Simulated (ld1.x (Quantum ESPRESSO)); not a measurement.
## rhodium (Rh), TM: configuration errors across variants

```json
{
 "Element": "rhodium",
 "Generator": "ld1.x (Quantum ESPRESSO) 7.5",
 "Type": "norm-conserving Troullier–Martins (Kleinman–Bylander form)",
 "Functional": "LDA (PZ)",
 "Relativity": "fully relativistic",
 "Frozen core": "[Kr]",
 "Valence charge": "9",
 "Reference configuration": "4d8 5s0.5 5p0 (charge +0.5)",
 "Partial waves": "5s (bound): rc 2.75 bohr; 5p (bound, empty): rc 3.65 bohr; 4d (bound): rc 1.35 bohr",
 "Local potential": "the d channel",
 "Core correction": "Bessel-smoothed model core inside 1.40 bohr"
}
```

Open shells are filled in proportion to 2j + 1 (rel_dist='average').

All-electron excitation energies from the reference (eV): (1) 4d8 5s1 5p0 -3.079; (2) 4d8 5s0 5p0 4.714; (3) 4d7 5s0 5p0 24.481; (4) 4d8.5 5s0.5 5p0 -3.672; (5) 4d7 5s1 5p1 3.537; (6) 4d7 5s1 5p0 8.265; (7) 4d8 5s0 5p1 0.655.

4 further variants failed, have other tests or another functional or relativity, and are left out.

A true bound ghost makes a file unfit for plane-wave use even where its test errors are small: the radial tests pick states by their node count and pass the ghost by.

Errors AE − PS in meV (a dash: test not solved or not reliable):

| change | (1) | (2) | (3) | (4) | (5) | (6) | (7) | bound ghosts |
| --- | --- | --- | --- | --- | --- | --- | --- | --- |
| base | -2.1 | -3.5 | -46 | -5.7 | -85 | -54 | -0.2 | s, p3/2, p1/2 |
| wave 5s (bound): rc 2.75 bohr becomes 5s (bound): rc 1.94 bohr | -1.4 | -2.3 | -48 | -5.7 | -79 | -49 | -0.1 | s, p3/2, p1/2 |
| all radii but the core radius scaled by about 0.91 (s 2.50, p 3.32, d 1.22 bohr) | -2.3 | -3.7 | -42 | -5.9 | -94 | -59 | -0.4 | s, p3/2, p1/2 |
| wave 5p (bound): rc 3.65 bohr becomes 5p (bound): rc 4.82 bohr | -2.1 | -3.5 | -46 | -5.7 | -65 | -54 | +1.2 | s, p3/2, p1/2 |
| core correction none | -0.3 | -0.2 | +2.6 | -2.5 | -61 | -34 | +0.3 | s, p3/2, p1/2 |

(1) Give the same row for: wave 4d (bound): rc 1.35 bohr becomes 4d (bound): rc 1.56 bohr.

Answers

(1) -2.1, -3.4, -47, -5.8, -86, -55, -0.2; bound ghosts: s, p3/2, p1/2.
